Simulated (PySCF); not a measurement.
A structure optimised at TPSSh-D3(BJ)/def2-SVP, used in a PySCF frequency run:

```xyz
11

F     -2.4705    -0.4196     0.5775
Si    -1.3419    -0.2170    -0.5742
C      0.3638     0.0609     0.2551
F      0.2626     1.1753     1.0847
F      0.6256    -1.0331     1.0768
Si     1.9220     0.3202    -0.8565
H     -1.6821     0.9812    -1.3755
H     -1.2740    -1.4439    -1.4011
H      2.1026    -0.8815    -1.7113
H      3.0833     0.5108     0.0450
H      1.7063     1.5186    -1.7080
```
Charge 0, spin multiplicity 1.

**Question.** Write its SMILES and formula.

**Answer.** F[SiH2]C(F)(F)[SiH3], CH₅F₃Si₂

**Question.** What are its rotational constants (standard atomic weights)?

**Answer.** 3.6422, 1.3741, 1.2656 GHz
